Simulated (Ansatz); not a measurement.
fac-CrBr3(PH3)3 (CrP₃H₉Br₃), relaxed as a quartet with UKS PBE0-D4/def2-SVP in Ansatz, starting from the GFN2-xTB geometry. Force threshold 0.03 eV/Å.

Start:

```
atom    x (Å)    y (Å)    z (Å)
 Cr1  -0.5490  -0.3939   0.5239
 Br2  -2.0212   0.9565   1.9532
  P3   0.7914  -1.6011  -1.0064
  H4   2.1782  -1.5155  -1.1574
  H5   0.5101  -1.5942  -2.3673
  H6   0.7628  -2.9772  -0.8664
 Br7  -2.2373  -1.8823  -0.4638
  P8   1.2182   0.9088   1.4080
  H9   1.1639   1.1299   2.7726
 H10   1.5578   2.2230   1.0772
 H11   2.5224   0.4302   1.3969
Br12   0.3460  -1.9192   2.2308
 P13  -1.3303   1.1943  -1.0476
 H14  -2.7071   1.2829  -1.1615
 H15  -1.0841   1.2011  -2.4220
 H16  -1.1218   2.5567  -0.8702
```

| step | energy (eV) | largest force component (eV/Å) | SCF passes |
| --- | --- | --- | --- |
| 1 | -266499.9718 | 0.850 | 25 |
| 2 | -266500.2479 | 0.195 | 24 |
| 3 | -266500.2641 | 0.137 | 24 |
| 4 | -266500.2828 | 0.100 | 25 |
| 5 | -266500.2969 | 0.014 | 25 |
| 6 | -266500.2980 | 0.015 | 26 |

Force components are those of the run's own axes.

End:

```xyz
16

Cr   -0.618   -0.455    0.588
Br   -1.923    0.995    2.052
P     0.807   -1.634   -0.985
H     2.225   -1.556   -0.888
H     0.675   -1.421   -2.385
H     0.631   -3.032   -0.926
Br   -2.326   -1.791   -0.528
P     1.190    0.941    1.411
H     1.217    1.011    2.819
H     1.250    2.326    1.088
H     2.547    0.601    1.148
Br    0.394   -2.039    2.141
P    -1.333    1.182   -1.058
H    -2.731    1.374   -1.054
H    -1.113    0.966   -2.447
H    -0.892    2.532   -0.978
```

By distances, no bond broke or formed. The bond that changes most is Cr1–P3, from 2.37 to 2.43 Å (atoms count from 1).

The force fell under the threshold at step 5, but the optimiser went on. No frequencies were taken in this run, so the end may be a saddle point.

Run time 2 min (4 threads of Intel Xeon Platinum 8259CL on a shared host), peak host memory 1.5 GiB.
